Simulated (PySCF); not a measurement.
Ground-state electric properties of a mixed set of molecules.

All values: PBE0/def2-SVPD (PySCF) at GFN2-xTB geometries, gas phase, one conformer each. Core orbitals are frozen in the response; Δα² is half the sum of the squared differences of the principal polarisabilities.

Question: Rank by mean static polarisability, lowest first.
A. `C(=N\[H])/[C@H]1C[C@H]2C[C@H]2C1`
B. `C=CCC(=C)/C=N/C`
C. `C#CC(=O)C(F)=C(F)F`
D. `[H]/N=C/C(=C)C1CCC1`

Answer: C (9.82 Å³), A (12.16 Å³), D (13.23 Å³), B (14.49 Å³).

Question: Rank by polarisability anisotropy Δα, highest first.
A. `[H]/[N:4]=[CH:3]/[C:2](=[CH2:1])[CH:5]1[CH2:6][CH2:7][CH2:8]1` with C1–C2–C3–N4 174°, C1–C2–C5–C6 118°, C2–C5–C6–C7 -139°, C5–C6–C7–C8 15°, C6–C7–C8–C5 -15°, C2–C5–C8–C7 135°
B. `[CH2:1]=[CH:2][CH2:3][C:4](=[CH2:5])/[CH:6]=[N:7]/[CH3:8]` with C1–C2–C3–C4 116°, C2–C3–C4–C5 -98°, C3–C4–C6–N7 4°
C. `[CH:1]#[C:2][C:3](=[O:4])[C:5]([F:6])=[C:7]([F:8])[F:9]` with C2–C3–C5–F6 0°
D. `[CH3:1][C@@H:2]1[CH2:3][CH2:4][C@@H:5]([C:6]#[N:7])[CH2:8]1` with C1–C2–C3–C4 -162°, C2–C3–C4–C5 23°, C3–C4–C5–C6 -118°, C4–C5–C8–C2 -25°
E. `[H]/[N:2]=[CH:3]/[C@@H:4]1[CH2:5][C@@H:6]2[CH2:7][C@@H:8]2[CH2:9]1` with N2–C3–C4–C5 141°, C3–C4–C5–C6 -100°, C4–C5–C6–C7 50°, C5–C6–C7–C8 -97°, C6–C7–C8–C9 97°

Answer: C (8.17 Å³), B (7.10 Å³), A (5.27 Å³), D (3.12 Å³), E (1.74 Å³).

All values together:

| SMILES | formula | μ (D) | HOMO (eV) | LUMO (eV) | α (Å³) | Δα (Å³) | electrons | α per electron (Å³) |
| --- | --- | --- | --- | --- | --- | --- | --- | --- |
| C=CCC(=C)/C=N/C | C7H11N | 1.39 | -7.11 | -1.18 | 14.49 | 7.10 | 60 | 0.241 |
| C#CC(=O)C(F)=C(F)F | C5HF3O | 2.27 | -8.26 | -2.82 | 9.82 | 8.17 | 66 | 0.149 |
| [H]/N=C/C(=C)C1CCC1 | C7H11N | 1.40 | -7.37 | -1.15 | 13.23 | 5.27 | 60 | 0.220 |
| C[C@@H]1CC[C@@H](C#N)C1 | C7H11N | 4.26 | -9.01 | 0.31 | 12.16 | 3.12 | 60 | 0.203 |
| [H]/N=C/[C@@H]1C[C@@H]2C[C@@H]2C1 | C7H11N | 1.65 | -7.29 | -0.18 | 12.16 | 1.74 | 60 | 0.203 |

Conformers: `[CH2:1]=[CH:2][CH2:3][C:4](=[CH2:5])/[CH:6]=[N:7]/[CH3:8]` with C1–C2–C3–C4 116°, C2–C3–C4–C5 -98°, C3–C4–C6–N7 4°; `[CH:1]#[C:2][C:3](=[O:4])[C:5]([F:6])=[C:7]([F:8])[F:9]` with C2–C3–C5–F6 0°; `[H]/[N:4]=[CH:3]/[C:2](=[CH2:1])[CH:5]1[CH2:6][CH2:7][CH2:8]1` with C1–C2–C3–N4 174°, C1–C2–C5–C6 118°, C2–C5–C6–C7 -139°, C5–C6–C7–C8 15°, C6–C7–C8–C5 -15°, C2–C5–C8–C7 135°; `[CH3:1][C@@H:2]1[CH2:3][CH2:4][C@@H:5]([C:6]#[N:7])[CH2:8]1` with C1–C2–C3–C4 -162°, C2–C3–C4–C5 23°, C3–C4–C5–C6 -118°, C4–C5–C8–C2 -25°; `[H]/[N:2]=[CH:3]/[C@@H:4]1[CH2:5][C@@H:6]2[CH2:7][C@@H:8]2[CH2:9]1` with N2–C3–C4–C5 141°, C3–C4–C5–C6 -100°, C4–C5–C6–C7 50°, C5–C6–C7–C8 -97°, C6–C7–C8–C9 97°.
